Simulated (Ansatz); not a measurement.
System: sum formula ZnHS, net charge 1, singlet state. 
Structure (B3LYP-D3(BJ)/def2-TZVP (Ansatz, a first-principles code) minimum search):
SMILES: [SH][Zn+]
```xyz
3

Zn    -0.3566    -0.6416    -0.2847
S      0.5771     1.1739     0.4591
H      1.4649     0.4663     1.1952
```
Charge +1, spin multiplicity 1.

Quantity: vertical electron affinity (to the doublet state of charge +0; a negative value means that the extra electron is unbound and the number depends on the basis; each state is the SCF solution reached for its spin), in eV. Cores are frozen in the correlated levels unless marked. UHF or UKS for open shells. No spin-orbit coupling. Frozen are the shells of the preceding noble gas and the d and f shells that filled before the atom's block. No relativistic terms. Basis-set limits of correlation are two-point, X^-3; Hartree-Fock from the larger set. [CCSD(T)-MP2]/basis is that difference in the basis named.

```tsv
level	program	vertical electron affinity (eV)
B3LYP/def2-TZVPD	Ansatz	8.16
wB97X/def2-TZVPD	Ansatz	8.06
B2PLYP/def2-TZVPD	Ansatz	8.01
MP2/def2-SVPD	Ansatz	7.78
RI-MP2/def2-QZVPPD	Ansatz	8.02
RI-MP2/CBS(def2-TZVPPD,def2-QZVPPD)	Ansatz	8.07
SCS-MP2/def2-SVPD	Ansatz	7.72
CCSD/def2-SVPD	Ansatz	7.78
CCSD(T)/def2-TZVPPD	Ansatz	7.94
RI-MP2/CBS(def2-TZVPPD,def2-QZVPPD)+[CCSD(T)-MP2]/def2-TZVPPD	Ansatz	8.06
```
